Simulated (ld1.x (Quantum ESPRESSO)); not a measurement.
**Sn, TM: configuration errors across variants**

ld1.x (Quantum ESPRESSO) 7.5 input, shortened:

```
&input
   title='Sn', zed=50., rel=2, dft='PBESOL', iswitch=3,
   config='[Kr] 4d10 5s1 5p0', rel_dist='average'
 /
 &inputp
   pseudotype=2, tm=.true., lloc=-2, rcloc=1.55,
   nlcc=.false.
 /
3
5S  1  0   1.00   0.00  1.50  1.50  0.0
5P  2  1   0.00   0.00  1.75  1.75  0.0
4D  3  2  10.00   0.00  1.55  1.55  0.0
 &test
   configts(1)='4d10 5s1 5p0'
 /
```

Open shells are filled in proportion to 2j + 1 (rel_dist='average').

All-electron excitation energies from the reference (eV): (1) 4d10 5s2 5p2 -51.914; (2) 4d10 5s2 5p1 -45.003; (3) 4d10 5s2 5p0 -31.013; (4) 4d10 5s1 5p3 -44.925; (5) 4d9 5s2 5p2 -19.280; (6) 4d10 5s0 5p4 -37.707; (7) 4d10 5s2 5p2.3 -52.770.

4 further variants failed, have other tests or another functional or relativity, and are left out.

A true bound ghost makes a file unfit for plane-wave use even where its test errors are small: the radial tests pick states by their node count and pass the ghost by.

Errors AE − PS in meV (a dash: test not solved or not reliable):

```tsv
change	(1)	(2)	(3)	(4)	(5)	(6)	(7)	bound ghosts
base	+187	+128	+56	+132	-55	+92	+199	s
local potential all-electron potential smoothed inside 1.22 bohr (lloc = -2)	+156	+77	+9.0	+191	-143	+191	+174	s, p3/2
all radii scaled by about 1.04 (s 1.56, p 1.82, d 1.62 bohr); local potential all-electron potential smoothed inside 1.62 bohr (lloc = -2)	+148	+97	+40	+112	-140	+86	+158	none
wave 5s (bound): rc 1.50 bohr becomes 5s (bound): rc 1.78 bohr	+148	+94	+35	+124	-189	+105	+159	s
wave 5p (bound): rc 1.75 bohr becomes 5p (bound): rc 1.42 bohr	+209	+140	+56	+166	+161	+144	+223	p1/2, p3/2, s
wave 4d (bound): rc 1.55 bohr becomes 4d (bound): rc 2.14 bohr	+191	+130	+56	+134	+91	+92	+203	s
core correction a·sin(br)/r model core inside 0.92 bohr	+128	+82	+33	+85	-169	+52	+138	s
```

Problem. Give the same row for: local potential the s channel.

Solution. +80, +58, +27, +55, -199, +37, +84; bound ghosts: p3/2, p1/2.
